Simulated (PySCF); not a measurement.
# C₆ coefficients of unlike pairs at UHF

Calculated with PySCF 2.14 from the dipole response of each species, C₆(A,B) = (3/π) ∫ α_A(iu) α_B(iu) du, in atomic units, from isotropic polarisabilities. For ions this is the dispersion term alone; charge-induced terms of lower order in 1/R come first.

```tsv
species	configuration	basis	relativity	α (bohr³)	C₆ (like pair)
Ni⁺	[Ar] 3d9 (2D)	aug-cc-pwCVTZ-DK (10s9p7d4f3g)	spin-free X2C	5.668	18.19
Cr²⁺	[Ar] 3d4 (5D)	x2c-QZVPPall with one added diffuse shell each of s, p, d, f, g type (12s8p6d4f3g)	spin-free X2C	3.662	10.88
Se	[Ar] 3d10 4s2 4p4 (3P)	aug-cc-pVTZ-PP with ECP10MDF (6s5p4d2f)	core potential	25.00	206.1
P²⁺	[Ne] 3s2 3p1 (2P)	dyall-av3z (19s12p3d2f)	spin-free X2C	9.480	34.66
```

Estimate C₆ for P²⁺ with Ni⁺.

The integral gives 23.77. The combination rule 2 C_A C_B / (C_A α_B/α_A + C_B α_A/α_B) gives 24.65 and the geometric mean 25.11.

No spin-orbit coupling is included.

The other pairs:

```csv
pair,C₆
"Se, Cr²⁺",42.46
"Se, Ni⁺",57.25
"Cr²⁺, Ni⁺",13.99
"P²⁺, Cr²⁺",17.74
"P²⁺, Se",84.34
```
